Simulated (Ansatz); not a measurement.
Abridged output of a molecular run in Ansatz:

```
Functional definition: HF
1412 factors; integrals over basis functions are off by at most 1.1e-3 eV
mean field evaluation 1: about -62077.8441 eV, gradient 4.7e1 eV
mean field evaluation 2: about -62077.9641 eV, gradient 4.7e1 eV
mean field evaluation 4: about -62082.6519 eV, gradient 3.7e0 eV
mean field evaluation 8: about -62082.7141 eV, gradient 2.2e-1 eV
mean field -62082.71438015 eV, -2281.4976722952 hartree, gradient 2.1e-6 eV, S^2 0.000000; 0 other end points of the search recorded, 0 dependent functions left out
16 core orbitals not correlated: weight in the atoms' cores, before any rotation towards them, 1.000 or more for the frozen orbitals, at most 0.000 for the correlated occupied ones
reference -62082.71438015 eV, -2281.4976722952 hartree; 16, 16 occupied and 204, 204 virtual orbitals, 1412 factors
second order -20.09370808 eV of doubles, -0.00000000 eV of singles
cycle   1  -20.07455364 eV  change    1.9e-2 eV  update   1.1e-1
cycle   2  -20.69915471 eV  change   -6.2e-1 eV  update   3.4e-2
cycle   3  -20.81485632 eV  change   -1.2e-1 eV  update   1.7e-2
cycle   4  -20.80263081 eV  change    1.2e-2 eV  update   3.7e-3
cycle   5  -20.80206192 eV  change    5.7e-4 eV  update   1.6e-3
cycle   6  -20.80226691 eV  change   -2.0e-4 eV  update   4.1e-4
cycle   7  -20.80207562 eV  change    1.9e-4 eV  update   1.8e-4
cycle   8  -20.80204581 eV  change    3.0e-5 eV  update   5.1e-5
cycle   9  -20.80206422 eV  change   -1.8e-5 eV  update   1.9e-5
perturbative correction -0.79430863 eV, -0.0291903037 hartree
Total energy: -62104.31075300 eV, -2282.2913243589 hartree
```

Its atoms:

```xyz
10

O    -1.1806    0.1432   -0.9050
Al   -0.7577    1.1209    0.4684
C     0.8455    0.1996    0.9619
Ga    0.6525   -1.1100   -0.5536
H    -1.8935    0.1447   -1.5413
H    -1.6953    2.3324    0.8628
H     0.8125   -0.2722    1.9470
H     1.7540    0.8035    0.8987
H     1.4567   -0.8472   -1.8818
H     0.0059   -2.5149   -0.2572
```

Question: Which basis set was used?
A. def2-SVPD
B. def2-QZVPP
C. def2-SVP
D. def2-TZVPP

Answer: D. It gives 236 functions.

Question: Write the keys of the input that set method, charge and spin (a neutral closed shell needs none for the last two).

Answer: 
```yaml
correlation: {method: ccsd_t}
```
